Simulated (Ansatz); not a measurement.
Reaction (SMILES): Br atom → [Br-] (an electron is taken up)
B3LYP-D3(BJ)/def2-TZVP geometries, fixed; electronic energies without zero-point terms; positive where energy is released.
Largest species:
```
Br
```
Charge 0, spin multiplicity 2.

Basis-set convergence of the adiabatic electron affinity at PBE0 with Ansatz (an electronic-structure program). Cartesian d functions, on some or all atoms, in 3-21G, 6-31G; all else is spherical. The program fits the integrals of some runs and decomposes those of others, by size. Open shells are unrestricted. No added dispersion term, no relativity. Functions are those of the species that has most. Reference: the value in aug-cc-pV5Z, 3.447 eV.

```
basis        functions  adiabatic electron affinity (eV)
-----------  ---------  --------------------------------
pcseg-0             22                             2.533
3-21G               23                             2.425
cc-pVDZ             27                             2.906
pcseg-1             27                             2.963
6-31G               29                                 ?
def2-SVP            32                             2.780
aug-pcseg-1         36                             3.589
def2-SVPD           41                             3.535
pcseg-2             43                                 ?
aug-cc-pVTZ         59                                 ?
aug-pcseg-2         59                                 ?
cc-pVQZ             68                             3.386
pcseg-3             68                             3.415
def2-QZVP           75                             3.370
def2-QZVPP          89                             3.369
aug-cc-pVQZ         93                             3.448
cc-pV5Z            104                             3.405
aug-cc-pV5Z        140                             3.447
```

### Question
What belongs in the gaps?

### Answer

- 6-31G, adiabatic electron affinity (eV): 3.231
- pcseg-2, adiabatic electron affinity (eV): 3.328
- aug-cc-pVTZ, adiabatic electron affinity (eV): 3.454
- aug-pcseg-2, adiabatic electron affinity (eV): 3.460
